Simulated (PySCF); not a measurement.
Geometry:
```tsv
atom	x (Å)	y (Å)	z (Å)
F1	0.538	-1.059	-1.575
C2	0.454	-1.111	-0.199
C3	-1.012	-0.958	0.210
C4	-1.490	0.452	-0.149
O5	-0.685	1.443	0.451
C6	0.647	1.371	0.009
C7	1.264	0.030	0.413
Cl8	2.965	-0.051	-0.110
H9	0.863	-2.088	0.089
H10	-1.616	-1.701	-0.311
H11	-1.095	-1.119	1.285
H12	-1.478	0.572	-1.242
H13	-2.502	0.625	0.220
H14	1.178	2.199	0.482
H15	0.703	1.480	-1.084
H16	1.257	-0.076	1.500
```

[PySCF 2.14: GFN2-xTB geometry; shielding tensors at PBE0/pcSseg-1 (GIAO); one computed conformer; isolated molecule; non-relativistic]

δ = σ(ref) − σ, references computed at the same level: TMS for $^{13}$C (σref 186.93), $^{1}$H (σref 31.72); CFCl3 for $^{19}$F (σref 170.95); H2O for $^{17}$O (σref 336.08); HCl for $^{35}$Cl (σref 949.78).

```
atoms    nucleus  count  δ (ppm)
  H14    $^{1}$H      1        ?
   C7   $^{13}$C      1     62.6
  H15    $^{1}$H      1        ?
  H12    $^{1}$H      1     3.90
  H11    $^{1}$H      1     1.71
  H10    $^{1}$H      1        ?
  Cl8  $^{35}$Cl      1      117
   C6   $^{13}$C      1     71.3
   C2   $^{13}$C      1        ?
   O5   $^{17}$O      1     59.3
  H16    $^{1}$H      1        ?
   C4   $^{13}$C      1     64.9
   C3   $^{13}$C      1     37.1
  H13    $^{1}$H      1     3.86
   H9    $^{1}$H      1     5.03
   F1   $^{19}$F      1   -229.2
```

Q: Complete the table.

A: 
- C2: 91.6 ppm, sp3 CH bonded to F; the inductive effect lowers its shielding
- H14: 4.02 ppm, hydrogen on an sp3 CH2 bonded to O; its carbon carries O, which withdraws density
- H15: 3.89 ppm, hydrogen on an sp3 CH2 bonded to O; its carbon carries O, an electronegative neighbour
- H16: 3.72 ppm, hydrogen on an sp3 CH bonded to Cl; its carbon carries Cl, hence the downfield position
- H10: 1.87 ppm, hydrogen on an sp3 CH2 in a ring

Carbons that carry Cl, above all several Cl atoms, come out too deshielded, partly because spin–orbit coupling is missing. Shifts are as computed. Against solution values, carbons near 30 ppm lie about +3 ppm off and those near 130 ppm about +5 ppm; carbons on Cl a further +6 ppm. Of 1211 compounds with measured shifts, 218 miss one by over three times the rms of a fit or turn the order of signals round; such compounds aren't used in these exercises. Unscaled 19F shifts against computed CFCl3 carry errors that often reach 10 to 50 ppm. Experimental scales use liquid or dissolved standards, which lie at an offset from isolated H2O (liquid H2O: subtract about 36 ppm).
